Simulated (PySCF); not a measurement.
A structure optimised at PBE0-D3(BJ)/def2-SVP, used in a PySCF frequency run:

```
C
O 1 1.3459
H 1 1.0992 2 117.31
C 2 1.4003 1 115.97 3 21.93
H 4 1.0978 2 107.60 1 -179.51
H 4 1.1046 5 108.99 2 120.95
H 4 1.1052 5 108.83 6 118.29
C 1 1.4841 3 120.02 2 -149.42
H 8 1.1093 1 106.48 3 -170.94
O 8 1.4213 9 109.89 1 117.55
H 10 0.9637 8 107.58 9 59.25
C 8 1.5216 9 109.52 10 122.10
H 12 1.1000 8 111.48 9 57.13
H 12 1.1011 13 108.70 8 -121.52
H 12 1.1018 13 107.97 14 -116.59
```
Charge 0, spin multiplicity 2.

Question: Write its SMILES and formula.

Answer: CO[CH]C(C)O, C4H9O2

Question: What are its rotational constants (standard atomic weights)?

Answer: 7.8909, 1.8722, 1.6348 GHz
